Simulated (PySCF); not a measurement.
Isomers of C6H12N2.

All values: PBE0/pcSseg-1 (PySCF) at PBE0-D3(BJ)/def2-SVP geometries, gas phase, one conformer each. Dipoles and anisotropies that the point group forbids are given as zero.

(1) Rank by HOMO–LUMO gap, lowest first.
A. `[CH2:1]=[CH:2][CH2:3][N:4]([CH3:5])/[N:6]=[CH:7]\[CH3:8]` with C1–C2–C3–N4 136°, C2–C3–N4–C5 85°, C3–N4–N6–C7 -50°
B. triethylenediamine (`C1CN2CCN1CC2`)
C. `[CH3:1][CH2:2][N:3]1[CH2:4][C@H:5]([CH3:6])[CH:7]=[N:8]1` with C1–C2–N3–C4 -69°, C2–N3–C4–C5 165°, N3–C4–C5–C6 93°, C4–C5–C7–N8 18°, C2–N3–N8–C7 -157°
D. `[CH3:1][CH2:2][CH2:3][N:4]1[CH2:5][CH2:6][CH:7]=[N:8]1` with C1–C2–C3–N4 177°, C2–C3–N4–C5 70°, C3–N4–C5–C6 160°, N4–C5–C6–C7 -23°, C5–C6–C7–N8 15°, C3–N4–N8–C7 -153°

Results:

(1) A (5.89 eV), C (6.06 eV), D (6.21 eV), B (6.53 eV).

All values together:

```tsv
SMILES	μ (D)	HOMO (eV)	LUMO (eV)	lowest IAO charge (e)	highest IAO charge (e)	lowest Hirshfeld charge (e)	highest Hirshfeld charge (e)
CCCN1CCC=N1	2.07	-5.85	0.35	-0.409 (C)	+0.157 (H)	-0.116 (N)	+0.054 (H)
C=CCN(C)/N=C\C	1.58	-5.79	0.10	-0.448 (C)	+0.162 (H)	-0.121 (C)	+0.050 (H)
CCN1C[C@H](C)C=N1	2.02	-5.74	0.32	-0.430 (C)	+0.153 (H)	-0.125 (C)	+0.052 (H)
C1CN2CCN1CC2	0.00	-5.35	1.18	-0.254 (N)	+0.133 (H)	-0.113 (N)	+0.037 (H)
```

Conformers: `[CH3:1][CH2:2][CH2:3][N:4]1[CH2:5][CH2:6][CH:7]=[N:8]1` with C1–C2–C3–N4 177°, C2–C3–N4–C5 70°, C3–N4–C5–C6 160°, N4–C5–C6–C7 -23°, C5–C6–C7–N8 15°, C3–N4–N8–C7 -153°; `[CH2:1]=[CH:2][CH2:3][N:4]([CH3:5])/[N:6]=[CH:7]\[CH3:8]` with C1–C2–C3–N4 136°, C2–C3–N4–C5 85°, C3–N4–N6–C7 -50°; `[CH3:1][CH2:2][N:3]1[CH2:4][C@H:5]([CH3:6])[CH:7]=[N:8]1` with C1–C2–N3–C4 -69°, C2–N3–C4–C5 165°, N3–C4–C5–C6 93°, C4–C5–C7–N8 18°, C2–N3–N8–C7 -157°.
